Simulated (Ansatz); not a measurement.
Ansatz (a first-principles code) input (B3LYP-D3(BJ)/def2-TZVP):

Ansatz 0.2 input:
```yaml
crystal:
  periodic: [false, false, false]
  atoms:
    - {symbol: Mn, position_ang: [-0.06902992, 0.38174825, -0.40321081]}
    - {symbol: Br, position_ang: [-0.23971769, 2.08778072, -1.74403351]}
    - {symbol: O, position_ang: [0.09861836, -0.87544634, 0.76345149]}
    - {symbol: H, position_ang: [0.17941249, -1.57019587, 1.40598638]}
basis:
  gaussian:
    orbitals: def2-TZVP
hamiltonian:
  xc: b3lyp
  dispersion: d3bj
magnetization: {spin_polarized: true, initial_magnetization: 5}
relax: {f_tol: 0.002, max_steps: 150}
```

Output:

```
Functional definition: B3LYP
integrals: 0.08 GiB planned
1062 factors; integrals over basis functions are off by at most 2.4e-4 eV
mean field: 1.09 GiB planned
mean field evaluation 1: about -103419.1075 eV, gradient 7.0e1 eV
mean field evaluation 2: about -103241.7330 eV, gradient 2.1e2 eV
mean field evaluation 4: about -103432.0418 eV, gradient 3.3e1 eV
mean field evaluation 8: about -103435.2105 eV, gradient 5.2e-1 eV
mean field evaluation 16: about -103435.2119 eV, gradient 1.6e-4 eV
mean field -103435.21192015 eV, -3801.1739271608 hartree, gradient 3.9e-5 eV, S^2 8.760548; 0 other end points of the search recorded, 0 dependent functions left out
the calculation of the forces begins
reference -103435.21214321 eV, -3801.1739353582 hartree; 37, 32 occupied and 93, 98 virtual orbitals, 1062 factors
relax step   1: F+E_penalty+E_count = -103435.34438571 eV  Δ(F+E_penalty+E_count) = +0.000e0 eV  max|allowed force component| = 2.177e0 eV/Å  Δτ_max = 0.0000 Å  (31 SCF iters, accepted)
these checks for a lower state are left out or cut short: starts, cluster_reference, orbital_swaps, neighbouring_geometries, increment
integrals: 0.08 GiB planned
1062 factors; integrals over basis functions are off by at most 2.4e-4 eV
mean field: 1.09 GiB planned
mean field -103435.48604754 eV, -3801.1840011566 hartree, gradient 1.2e-5 eV, S^2 8.760842; 0 other end points of the search recorded, 0 dependent functions left out
the calculation of the forces begins
reference -103435.48627050 eV, -3801.1840093503 hartree; 37, 32 occupied and 93, 98 virtual orbitals, 1062 factors
relax step   2: F+E_penalty+E_count = -103435.61550261 eV  Δ(F+E_penalty+E_count) = -2.711e-1 eV  max|allowed force component| = 5.833e-1 eV/Å  Δτ_max = 0.1342 Å  (35 SCF iters, accepted)
these checks for a lower state are left out or cut short: starts, cluster_reference, orbital_swaps, neighbouring_geometries, increment
integrals: 0.08 GiB planned
1062 factors; integrals over basis functions are off by at most 2.5e-4 eV
mean field: 1.08 GiB planned
mean field evaluation 32: about -103435.5020 eV, gradient 1.2e-5 eV
mean field -103435.50200083 eV, -3801.1845874291 hartree, gradient 1.4e-5 eV, S^2 8.760981; 0 other end points of the search recorded, 0 dependent functions left out
the calculation of the forces begins
reference -103435.50222415 eV, -3801.1845956359 hartree; 37, 32 occupied and 93, 98 virtual orbitals, 1062 factors
relax step   3: F+E_penalty+E_count = -103435.63072390 eV  Δ(F+E_penalty+E_count) = -1.522e-2 eV  max|allowed force component| = 1.337e-1 eV/Å  Δτ_max = 0.0330 Å  (36 SCF iters, accepted)
these checks for a lower state are left out or cut short: starts, cluster_reference, orbital_swaps, neighbouring_geometries, increment
integrals: 0.08 GiB planned
1062 factors; integrals over basis functions are off by at most 2.6e-4 eV
mean field: 1.08 GiB planned
mean field -103435.50298748 eV, -3801.1846236880 hartree, gradient 1.4e-5 eV, S^2 8.761003; 0 other end points of the search recorded, 0 dependent functions left out
the calculation of the forces begins
reference -103435.50321092 eV, -3801.1846318992 hartree; 37, 32 occupied and 93, 98 virtual orbitals, 1062 factors
relax step   4: F+E_penalty+E_count = -103435.63160055 eV  Δ(F+E_penalty+E_count) = -8.767e-4 eV  max|allowed force component| = 1.199e-2 eV/Å  Δτ_max = 0.0241 Å  (37 SCF iters, accepted)
these checks for a lower state are left out or cut short: starts, cluster_reference, orbital_swaps, neighbouring_geometries, increment
integrals: 0.08 GiB planned
1062 factors; integrals over basis functions are off by at most 2.6e-4 eV
mean field: 1.08 GiB planned
mean field -103435.50297925 eV, -3801.1846233854 hartree, gradient 1.1e-5 eV, S^2 8.761000; 0 other end points of the search recorded, 0 dependent functions left out
the calculation of the forces begins
reference -103435.50320256 eV, -3801.1846315918 hartree; 37, 32 occupied and 93, 98 virtual orbitals, 1062 factors
relax step   5: F+E_penalty+E_count = -103435.63160953 eV  Δ(F+E_penalty+E_count) = -8.979e-6 eV  max|allowed force component| = 7.081e-2 eV/Å  Δτ_max = 0.0057 Å  (28 SCF iters, accepted)
these checks for a lower state are left out or cut short: starts, cluster_reference, orbital_swaps, neighbouring_geometries, increment
integrals: 0.08 GiB planned
1062 factors; integrals over basis functions are off by at most 2.6e-4 eV
mean field: 1.09 GiB planned
mean field -103435.50303771 eV, -3801.1846255339 hartree, gradient 2.0e-5 eV, S^2 8.761000; 0 other end points of the search recorded, 0 dependent functions left out
the calculation of the forces begins
reference -103435.50326107 eV, -3801.1846337419 hartree; 37, 32 occupied and 93, 98 virtual orbitals, 1062 factors
relax step   6: F+E_penalty+E_count = -103435.63167624 eV  Δ(F+E_penalty+E_count) = -6.670e-5 eV  max|allowed force component| = 4.749e-2 eV/Å  Δτ_max = 0.0012 Å  (26 SCF iters, accepted)
these checks for a lower state are left out or cut short: starts, cluster_reference, orbital_swaps, neighbouring_geometries, increment
integrals: 0.08 GiB planned
1062 factors; integrals over basis functions are off by at most 2.6e-4 eV
mean field: 1.08 GiB planned
mean field -103435.50358712 eV, -3801.1846457242 hartree, gradient 1.4e-5 eV, S^2 8.761009; 0 other end points of the search recorded, 0 dependent functions left out
the calculation of the forces begins
reference -103435.50381057 eV, -3801.1846539359 hartree; 37, 32 occupied and 93, 98 virtual orbitals, 1062 factors
relax step   7: F+E_penalty+E_count = -103435.63229172 eV  Δ(F+E_penalty+E_count) = -6.155e-4 eV  max|allowed force component| = 5.307e-2 eV/Å  Δτ_max = 0.0209 Å  (37 SCF iters, accepted)
these checks for a lower state are left out or cut short: starts, cluster_reference, orbital_swaps, neighbouring_geometries, increment
integrals: 0.08 GiB planned
1062 factors; integrals over basis functions are off by at most 2.7e-4 eV
mean field: 1.08 GiB planned
mean field evaluation 64: about -103435.5067 eV, gradient 1.0e-3 eV
mean field -103435.50666191 eV, -3801.1847587208 hartree, gradient 1.5e-5 eV, S^2 8.761108; 0 other end points of the search recorded, 0 dependent functions left out
the calculation of the forces begins
reference -103435.50688458 eV, -3801.1847669035 hartree; 37, 32 occupied and 93, 98 virtual orbitals, 1062 factors
relax step   8: F+E_penalty+E_count = -103435.63539262 eV  Δ(F+E_penalty+E_count) = -3.101e-3 eV  max|allowed force component| = 2.684e-1 eV/Å  Δτ_max = 0.0411 Å  (35 SCF iters, accepted)
these checks for a lower state are left out or cut short: starts, cluster_reference, orbital_swaps, neighbouring_geometries, increment
integrals: 0.08 GiB planned
1062 factors; integrals over basis functions are off by at most 2.7e-4 eV
mean field: 1.08 GiB planned
mean field -103435.51022714 eV, -3801.1848897403 hartree, gradient 1.4e-5 eV, S^2 8.761195; 0 other end points of the search recorded, 0 dependent functions left out
the calculation of the forces begins
reference -103435.51045027 eV, -3801.1848979405 hartree; 37, 32 occupied and 93, 98 virtual orbitals, 1062 factors
relax step   9: F+E_penalty+E_count = -103435.63898619 eV  Δ(F+E_penalty+E_count) = -3.594e-3 eV  max|allowed force component| = 1.736e-1 eV/Å  Δτ_max = 0.0217 Å  (36 SCF iters, accepted)
these checks for a lower state are left out or cut short: starts, cluster_reference, orbital_swaps, neighbouring_geometries, increment
integrals: 0.08 GiB planned
1062 factors; integrals over basis functions are off by at most 2.2e-4 eV
mean field: 1.08 GiB planned
mean field -103435.54274972 eV, -3801.1860849232 hartree, gradient 4.3e-5 eV, S^2 8.762441; 0 other end points of the search recorded, 0 dependent functions left out
the calculation of the forces begins
reference -103435.54297190 eV, -3801.1860930882 hartree; 37, 32 occupied and 93, 98 virtual orbitals, 1062 factors
relax step  10: F+E_penalty+E_count = -103435.67187513 eV  Δ(F+E_penalty+E_count) = -3.289e-2 eV  max|allowed force component| = 7.325e-2 eV/Å  Δτ_max = 0.1658 Å  (34 SCF iters, accepted)
these checks for a lower state are left out or cut short: starts, cluster_reference, orbital_swaps, neighbouring_geometries, increment
integrals: 0.08 GiB planned
1062 factors; integrals over basis functions are off by at most 4.8e-4 eV
mean field: 1.08 GiB planned
mean field -103435.28029038 eV, -3801.1764397204 hartree, gradient 1.7e-5 eV, S^2 8.764612; 0 other end points of the search recorded, 0 dependent functions left out
the calculation of the forces begins
reference -103435.28051136 eV, -3801.1764478411 hartree; 37, 32 occupied and 93, 98 virtual orbitals, 1062 factors
relax step  11: F+E_penalty+E_count = -103435.40991264 eV  Δ(F+E_penalty+E_count) = +2.620e-1 eV  max|allowed force component| = 2.917e0 eV/Å  Δτ_max = 0.1965 Å  (41 SCF iters, rejected (line search))
these checks for a lower state are left out or cut short: starts, cluster_reference, orbital_swaps, neighbouring_geometries, increment
integrals: 0.08 GiB planned
1062 factors; integrals over basis functions are off by at most 2.2e-4 eV
mean field: 1.08 GiB planned
mean field -103435.54748642 eV, -3801.1862589937 hartree, gradient 2.3e-5 eV, S^2 8.762710; 0 other end points of the search recorded, 0 dependent functions left out
the calculation of the forces begins
reference -103435.54770804 eV, -3801.1862671380 hartree; 37, 32 occupied and 93, 98 virtual orbitals, 1062 factors
relax step  12: F+E_penalty+E_count = -103435.67697077 eV  Δ(F+E_penalty+E_count) = -5.096e-3 eV  max|allowed force component| = 2.252e-2 eV/Å  Δτ_max = 0.0934 Å  (33 SCF iters, accepted)
these checks for a lower state are left out or cut short: starts, cluster_reference, orbital_swaps, neighbouring_geometries, increment
integrals: 0.08 GiB planned
1062 factors; integrals over basis functions are off by at most 2.2e-4 eV
mean field: 1.08 GiB planned
mean field evaluation 96: about -103435.4818 eV, gradient 6.5e-1 eV
mean field -103435.54773790 eV, -3801.1862682354 hartree, gradient 2.7e-5 eV, S^2 8.762762; 0 other end points of the search recorded, 0 dependent functions left out
the calculation of the forces begins
reference -103435.54795965 eV, -3801.1862763845 hartree; 37, 32 occupied and 93, 98 virtual orbitals, 1062 factors
relax step  13: F+E_penalty+E_count = -103435.67717418 eV  Δ(F+E_penalty+E_count) = -2.034e-4 eV  max|allowed force component| = 4.691e-3 eV/Å  Δτ_max = 0.0142 Å  (35 SCF iters, accepted)
these checks for a lower state are left out or cut short: starts, cluster_reference, orbital_swaps, neighbouring_geometries, increment
integrals: 0.08 GiB planned
1062 factors; integrals over basis functions are off by at most 2.2e-4 eV
mean field: 1.08 GiB planned
mean field -103435.54774089 eV, -3801.1862683451 hartree, gradient 2.3e-5 eV, S^2 8.762766; 0 other end points of the search recorded, 0 dependent functions left out
the calculation of the forces begins
reference -103435.54796267 eV, -3801.1862764954 hartree; 37, 32 occupied and 93, 98 virtual orbitals, 1062 factors
relax step  14: F+E_penalty+E_count = -103435.67717822 eV  Δ(F+E_penalty+E_count) = -4.042e-6 eV  max|allowed force component| = 2.683e-3 eV/Å  Δτ_max = 0.0022 Å  (28 SCF iters, accepted)
these checks for a lower state are left out or cut short: starts, cluster_reference, orbital_swaps, neighbouring_geometries, increment
integrals: 0.08 GiB planned
1062 factors; integrals over basis functions are off by at most 2.2e-4 eV
mean field: 1.08 GiB planned
mean field -103435.54773964 eV, -3801.1862682994 hartree, gradient 1.7e-5 eV, S^2 8.762767; 0 other end points of the search recorded, 0 dependent functions left out
the calculation of the forces begins
reference -103435.54796142 eV, -3801.1862764497 hartree; 37, 32 occupied and 93, 98 virtual orbitals, 1062 factors
relax step  15: F+E_penalty+E_count = -103435.67717849 eV  Δ(F+E_penalty+E_count) = -2.713e-7 eV  max|allowed force component| = 1.914e-4 eV/Å  Δτ_max = 0.0003 Å  (23 SCF iters, accepted)
integrals: 0.08 GiB planned
1062 factors; integrals over basis functions are off by at most 2.2e-4 eV
mean field: 1.08 GiB planned
mean field evaluation 128: about -103435.5477 eV, gradient 6.3e-3 eV
mean field -103435.54773964 eV, -3801.1862682994 hartree, gradient 1.7e-5 eV, S^2 8.762767; 1 other end points of the search recorded, 0 dependent functions left out
the calculation of the forces begins
reference -103435.54796142 eV, -3801.1862764497 hartree; 37, 32 occupied and 93, 98 virtual orbitals, 1062 factors
Total energy: -103435.67740028 eV, -3801.1910332399 hartree
Atom 0 at     0.016488     0.382490    -0.335132 Å, force     0.000049    -0.000165     0.000191 eV/Å
Atom 1 at    -0.351765     2.160308    -1.827893 Å, force    -0.000036     0.000132    -0.000134 eV/Å
Atom 2 at     0.405494    -0.988533     0.789836 Å, force    -0.000063    -0.000044     0.000030 eV/Å
Atom 3 at    -0.100934    -1.530378     1.395382 Å, force     0.000051     0.000077    -0.000087 eV/Å
Dipole moment:    -0.163322    -0.344997     0.347085 e Å
```

The spin state was set by rule; other spins were not relaxed.
